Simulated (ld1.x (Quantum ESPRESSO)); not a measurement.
## Cutoff test, Si (Z = 14), TM

Si, norm-conserving Troullier–Martins (Kleinman–Bylander form), made with ld1.x (Quantum ESPRESSO) 7.5 (LDA (PZ), scalar-relativistic). Core [Ne], reference 3s1 3p0 (charge +3). Waves: 3s (bound): rc 1.25 bohr; 3p (bound, empty): rc 1.60 bohr. Local part: all-electron potential smoothed inside 1.40 bohr (lloc = -2). Core correction: a·sin(br)/r model core inside 0.95 bohr.

The pseudo-atom Hamiltonian at the reference potential is diagonalised in spherical Bessel functions j_l(qr) that vanish at 20 bohr, with q² up to the cutoff. All-electron valence levels (Ry): 3s -2.9176, 3p -2.2810.

Question: How do the lowest levels (Ry) of each channel move with the cutoff, and are there ghosts?

Answer:

```json
{"cutoff (Ry)": "8", "s #1": "-2.7902", "p #1": "-2.2773", "p #2": "-0.9743", "d #1": "-1.3391", "d #2": "-0.6532", "f #1": "-0.6428", "Σ f·Δε (mRy)": "127.3"}
{"cutoff (Ry)": "12", "s #1": "-2.8259", "p #1": "-2.2787", "p #2": "-0.9770", "d #1": "-1.3627", "d #2": "-0.6641", "f #1": "-0.6443", "Σ f·Δε (mRy)": "91.7"}
{"cutoff (Ry)": "18", "s #1": "-2.8296", "p #1": "-2.2791", "p #2": "-0.9771", "d #1": "-1.3710", "d #2": "-0.6680", "f #1": "-0.6447", "Σ f·Δε (mRy)": "88.0"}
{"cutoff (Ry)": "25", "s #1": "-2.8449", "p #1": "-2.2792", "p #2": "-0.9772", "d #1": "-1.3723", "d #2": "-0.6686", "f #1": "-0.6448", "Σ f·Δε (mRy)": "72.7"}
{"cutoff (Ry)": "35", "s #1": "-2.8881", "p #1": "-2.2802", "p #2": "-0.9777", "d #1": "-1.3725", "d #2": "-0.6687", "f #1": "-0.6448", "Σ f·Δε (mRy)": "29.4"}
{"cutoff (Ry)": "40", "s #1": "-2.9035", "p #1": "-2.2805", "p #2": "-0.9779", "d #1": "-1.3725", "d #2": "-0.6687", "f #1": "-0.6448", "Σ f·Δε (mRy)": "14.1"}
{"cutoff (Ry)": "50", "s #1": "-2.9131", "p #1": "-2.2809", "p #2": "-0.9780", "d #1": "-1.3725", "d #2": "-0.6687", "f #1": "-0.6448", "Σ f·Δε (mRy)": "4.5"}
{"cutoff (Ry)": "60", "s #1": "-2.9136", "p #1": "-2.2809", "p #2": "-0.9780", "d #1": "-1.3725", "d #2": "-0.6687", "f #1": "-0.6448", "Σ f·Δε (mRy)": "3.9"}
{"cutoff (Ry)": "80", "s #1": "-2.9151", "p #1": "-2.2810", "p #2": "-0.9780", "d #1": "-1.3725", "d #2": "-0.6687", "f #1": "-0.6448", "Σ f·Δε (mRy)": "2.5"}
{"cutoff (Ry)": "100", "s #1": "-2.9168", "p #1": "-2.2810", "p #2": "-0.9780", "d #1": "-1.3725", "d #2": "-0.6687", "f #1": "-0.6448", "Σ f·Δε (mRy)": "0.8"}
{"cutoff (Ry)": "120", "s #1": "-2.9169", "p #1": "-2.2810", "p #2": "-0.9780", "d #1": "-1.3725", "d #2": "-0.6687", "f #1": "-0.6448", "Σ f·Δε (mRy)": "0.6"}
{"cutoff (Ry)": "400", "s #1": "-2.9176", "p #1": "-2.2810", "p #2": "-0.9780", "d #1": "-1.3725", "d #2": "-0.6687", "f #1": "-0.6448", "Σ f·Δε (mRy)": "0.0"}
```

Result: no extra level below or beside the all-electron valence levels (s, p, d, f tested); 10 mRy is reached at 45 Ry and 1 mRy at 100 Ry.
